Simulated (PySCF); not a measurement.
Si(CF3)2(F)(Me), SMILES C[Si](F)(C(F)(F)F)C(F)(F)F (PBE0/def2-SVP optimised geometry):

```
14

C     -1.013     1.195     0.000
Si    -0.338    -0.519     0.000
F     -0.804    -1.353     1.309
C      1.588    -0.519     0.000
F      2.113    -1.745     0.005
F      2.057     0.130     1.076
F      2.053     0.118    -1.086
C     -0.943    -1.516    -1.533
F     -2.284    -1.561    -1.563
F     -0.538    -0.920    -2.666
F     -0.494    -2.772    -1.553
H     -0.678     1.736    -0.899
H     -0.664     1.745     0.887
H     -2.113     1.176     0.006
```

Computed with PySCF 2.14.0 with PBE0/def2-TZVP.

**Question.** What are the frontier orbital energies and the dipole moment?

**Answer.** HOMO-2 -11.98 eV, HOMO-1 -9.97 eV, HOMO -9.63 eV, LUMO -0.26 eV, LUMO+1 0.47 eV; dipole moment 2.79 D.

On the same geometry PBE/def2-TZVP run with PySCF gives HOMO-2 -9.87 eV, HOMO-1 -8.37 eV, HOMO -7.96 eV, LUMO -1.19 eV, LUMO+1 -0.40 eV; dipole moment 2.60 D.

Meta-Löwdin charges at PBE0/def2-TZVP: C1 -0.63, Si2 1.15, F3 -0.49, C4 0.55, F5 -0.26, F6 -0.27, F7 -0.27, C8 0.55, F9 -0.27, F10 -0.27, F11 -0.26, H12 0.16, H13 0.16, H14 0.16.
